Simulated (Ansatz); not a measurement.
Reaction (ligand exchange at the Si–F bond): `C[SiH](F)Br` + HBr → `C[SiH](Br)Br` + H–F

Gas-phase electronic energies from Ansatz, PBE0-D4/def2-TZVP geometries. CCSD(T)/CBS is the MP2 limit (def2-TZVPP, def2-QZVPP) plus CCSD(T) − MP2 in def2-TZVPP, frozen cores. This one scheme is used for every species. Functionals use def2-TZVPP. For Br outer-core shells are correlated without core-valence functions, which leaves a few kJ/mol of doubt a bond. Scalar relativity is left out up to krypton.

| species | LDA (SPW92) energy (Eh) |
| --- | --- |
| `C[SiH](F)Br` | -2998.46146 |
| HBr | -2571.18312 |
| `C[SiH](Br)Br` | -5469.78838 |
| H–F | -99.83933 |

(1) Work out ΔE.

Largest T1 diagnostic among the species: 0.009.

Answers

(1) ΔE = (-5469.78838) + (-99.83933) − (-2998.46146) − (-2571.18312) = 0.01687 Eh = +0.46 eV. CCSD(T)/CBS gives +0.42 eV.

In def2-TZVPP, CCSD(T) changes the Hartree–Fock value by −0.16 eV (the triples alone add −0.03 eV) and MP2 by −0.24 eV. From r2SCAN to r2SCAN0 (25 % exact exchange), in def2-TZVPP and without D4, ΔE moves by −0.03 eV. Leaving LDA and LC-ωPBE aside and taking each functional with its dispersion term where it has one, the values, not all of them listed here, spread over 0.23 eV, from revPBE-D4 to CAM-B3LYP-D4.
